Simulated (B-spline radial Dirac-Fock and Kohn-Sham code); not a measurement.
Mg: input and output of one calculation

ΔSCF core binding energies without Breit or QED terms, calculated with a B-spline atomic structure program. Keys: rel is the Hamiltonian (dirac, or spin-free x2c and nr, where L3 and M5 stand for the whole 2p and 3d shells), method is hf or an exchange,correlation pair (spin-unpolarised, also for the hole states), nuc the nuclear model, radius_factor scales its radius, rmax is the box in bohr, h the logarithmic mesh step, order the B-spline order, points the quadrature points per cell, c_factor scales the speed of light, and damp, ndamp, maxit and tol steer the iteration. The run stops when the commutator error falls below 10·tol·max(1, Z/10), or the numerical noise floor, and the energy has settled to about 1e-8 Ha; the virial ratio is −V/T.

Input (task.json):

```json
{"items": [{"Z": 12, "q": 0, "cfg": [[1, 0, 2], [2, 0, 2], [2, 1, 6], [3, 0, 2]], "A": 24, "rrms": 3.057, "do": "settings", "holes": ["K", "L3", "M5"],
  "settings": [{"rel": "dirac", "method": "hf", "nuc": "fermi", "radius_factor": 1.0, "rmax": 45.0, "h": 0.3, "order": 8, "points": 10, "c_factor": 1.0, "maxit": 56, "damp": 0.995, "ndamp": 100, "tol": 1e-08}]}]}
```

Command: `python xray2_run.py task.json out`

Ground-state iterations:

```
iter   energy (Ha)        error
   1     -199.65177678  4.68e-01
   2     -199.91151193  5.05e-02
   3     -199.91180851  5.02e-02
   4     -199.91210132  4.99e-02
   5     -199.91239041  4.95e-02
   6     -199.91267582  4.92e-02
   7     -199.91295760  4.89e-02
   8     -199.91323580  4.86e-02
   9     -199.91351047  4.82e-02
  10     -199.91378164  4.79e-02
  11     -199.91404936  4.76e-02
  12     -199.91431369  4.73e-02
  13     -199.91457465  4.70e-02
  14     -199.91483229  4.67e-02
  15     -199.91508666  4.64e-02
  23     -199.91700859  4.40e-02
  31     -199.91874355  4.17e-02
  39     -199.92030975  3.95e-02
  47     -199.92172366  3.75e-02
  55     -199.92300011  3.55e-02
  56     -199.92315069  3.53e-02
```

The ground state had not converged after 56 iterations, with total energy -199.92315 Ha, virial ratio 1.98814 and highest orbital energy -6.93 eV. ΔSCF binding energies: K (1s) 1314.4 eV, L3 (2p3/2) 56.95 eV (not all states converged, so these are not final). Holes are computed only in closed shells, and unreliable hole states are left out.

**Question.** One setting is unsound. Which, and why?

**Answer.** damp is so close to 1 that the orbitals hardly move in each step. With the default settings (Dirac Hartree-Fock): The ground state converged in 10 iterations, with total energy -199.93506 Ha, virial ratio 1.99679 and highest orbital energy -6.90 eV. ΔSCF binding energies: K (1s) 1311.7 eV, L3 (2p3/2) 56.31 eV. Holes are computed only in closed shells, and unreliable hole states are left out.
